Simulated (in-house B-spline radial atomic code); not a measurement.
How G0W0 and RPA depend on the start: Ag⁻

Configuration [Kr] 4d10 5s2. Computed with a B-spline radial code for spherical atoms: all electrons, non-relativistic, point nucleus, each spin shell either full or empty, empty states to l = 9 with an (l + 1/2)⁻⁴ tail; G0W0 by contour deformation at full frequency.

The anion's configuration is assumed.

Without relativity these are model numbers: it shifts the levels of so heavy an element strongly and can reorder them.

```json
{"start": "Hartree-Fock", "mean-field 5s (eV)": "-0.534", "G0W0 (eV)": "-1.120", "QP weight": "0.840", "RPA correlation (Eh)": "-3.3058"}
{"start": "LC-wPBE", "mean-field 5s (eV)": "-1.036", "G0W0 (eV)": "?", "QP weight": "?", "RPA correlation (Eh)": "?"}
{"start": "wB97X", "mean-field 5s (eV)": "-1.131", "G0W0 (eV)": "?", "QP weight": "?", "RPA correlation (Eh)": "?"}
{"start": "CAM-B3LYP", "mean-field 5s (eV)": "-0.359", "G0W0 (eV)": "-1.050", "QP weight": "0.797", "RPA correlation (Eh)": "-3.53"}
```

(1) What G0W0 level, weight and RPA correlation energy follow from the wB97X start?

(2) What G0W0 level, weight and RPA correlation energy follow from the LC-wPBE start?

(3) How much of the dependence on the start does G0W0 remove?

Answers

(1) G0W0 level -1.223 eV, weight 0.904, RPA correlation -3.5002 hartree.

(2) G0W0 level -1.188 eV, weight 0.896, RPA correlation -3.5123 hartree.

(3) The mean-field levels span 0.772 eV and the G0W0 levels 0.174 eV. Against 1.302 eV (electron affinity of the neutral atom) the G0W0 removal energies are off by -0.25 to -0.08 eV, with relativity, Breit and QED terms left out.
